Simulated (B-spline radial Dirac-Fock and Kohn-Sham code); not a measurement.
Two-hole binding energies of Xe²⁵⁺

System: the Xe²⁵⁺ ion, configuration [Ar] 3d10 4s1.

The run's input, task.json:

```json
{"items": [{
  "Z": 54,
  "q": 25,
  "cfg": [[1, 0, 2], [2, 0, 2], [2, 1, 6], [3, 0, 2], [3, 1, 6], [3, 2, 10], [4, 0, 1]],
  "A": 132,
  "rrms": 4.7859,
  "do": ["binding", "quiet", "double"]
}]}
```

Run with: `python xray_run.py task.json out`

Level of theory: Dirac-Fock ΔSCF + Breit + QED; a radial B-spline solver. U is the two-hole binding energy less the two single-hole energies, the effective repulsion of the holes after relaxation. Each two-hole energy is an average over J within one jj subconfiguration.

| holes | E(a) (eV) | E(b) (eV) | E(ab) (eV) | U (eV) |
| --- | --- | --- | --- | --- |
| 1s⁻² | 35403.7 | 35403.7 | 71736.4 | 929.0 |
| 1s⁻¹ 3p1/2⁻¹ | 35403.7 | 1770.5 | 37283.7 | 109.4 |
| 1s⁻¹ 3p3/2⁻¹ | 35403.7 | 1705.6 | 37213.3 | 103.9 |
| 2p1/2⁻² | 5927.7 | 5927.7 | 12072.7 | 217.4 |
| 2s⁻¹ 3p1/2⁻¹ | 6274.1 | 1770.5 | ? | ? |
| 2s⁻¹ 3d3/2⁻¹ | 6274.1 | 1460.1 | 7832.4 | 98.3 |
| 2s⁻¹ 3d5/2⁻¹ | 6274.1 | 1446.6 | 7817.8 | 97.2 |
| 2p1/2⁻¹ 3p3/2⁻¹ | 5927.7 | 1705.6 | 7727.5 | 94.2 |
| 2p1/2⁻¹ 3d3/2⁻¹ | 5927.7 | 1460.1 | 7484.7 | 97.0 |
| 2p1/2⁻¹ 3d5/2⁻¹ | 5927.7 | 1446.6 | 7473.6 | 99.3 |
| 2p3/2⁻¹ 3d5/2⁻¹ | 5605.7 | 1446.6 | 7149.1 | 96.8 |
| 3p1/2⁻¹ 3p3/2⁻¹ | 1770.5 | 1705.6 | 3548.8 | 72.6 |
| 3p3/2⁻² | 1705.6 | 1705.6 | 3484.2 | 72.9 |
| 3d5/2⁻² | 1446.6 | 1446.6 | 2973.3 | 80.1 |

Q: Give the missing two-hole energy and U.

A: E(ab) = 8138.4 eV and U = 93.8 eV.

Values without a named source are computed, but for edge energies of neutral atoms, which are taken from tables.
